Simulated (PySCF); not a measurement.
## Exercise with solution: entropy of an ideal gas

C2H2N, SMILES [CH2]C#N, multiplicity 2.

The structure is a stationary point at PBE0-D3(BJ)/def2-TZVP. The isomer is the one that the SMILES or the coordinates give; other isomers of the formula were not compared.

PBE0-D3(BJ)/def2-TZVP (PySCF 2.14.0) gives the harmonic wavenumbers 390, 439, 670, 1029, 1070, 1439, 2155, 3183, 3291 cm⁻¹ and the rotational temperatures 13.7325, 0.4976, 0.4802 K. The molar mass is 40.05 g/mol, the symmetry number 2, the spin multiplicity 2.

### Question
Work out the entropy at 298.15 K and 1 atm in the rigid-rotor, harmonic-oscillator model.

### Answer

Translation (Sackur–Tetrode at 1 atm): S = R[1.5 ln M + 2.5 ln T − 1.16487] = 154.8 J/(mol K).
Rotation: q = (√π/σ) T^1.5/√(θA θB θC) = 2520, S = R[ln q + 3/2] = 77.6 J/(mol K).
Vibration: with u = 1.4388 ν/T, each mode gives R[u/(e^u − 1) − ln(1 − e^−u)]:
```json
[
 {"ν (cm⁻¹)": "390", "modes": "1", "u": "1.88", "S (J/(mol K))": "4.18"},
 {"ν (cm⁻¹)": "439", "modes": "1", "u": "2.12", "S (J/(mol K))": "3.47"},
 {"ν (cm⁻¹)": "670", "modes": "1", "u": "3.23", "S (J/(mol K))": "1.44"},
 {"ν (cm⁻¹)": "1029", "modes": "1", "u": "4.97", "S (J/(mol K))": "0.35"},
 {"ν (cm⁻¹)": "1070", "modes": "1", "u": "5.16", "S (J/(mol K))": "0.29"},
 {"ν (cm⁻¹)": "1439", "modes": "1", "u": "6.94", "S (J/(mol K))": "0.06"}
]
```
The stiffer modes add less than 0.005 each. Sum 9.8 J/(mol K).
Spin: R ln 2 = 5.8 J/(mol K).
Total 247.9 J/(mol K); the program's own thermochemistry gives 247.9. Translation makes up 62 % and vibration 4 %. Anharmonicity, hindered rotation and orbital degeneracy are left out.
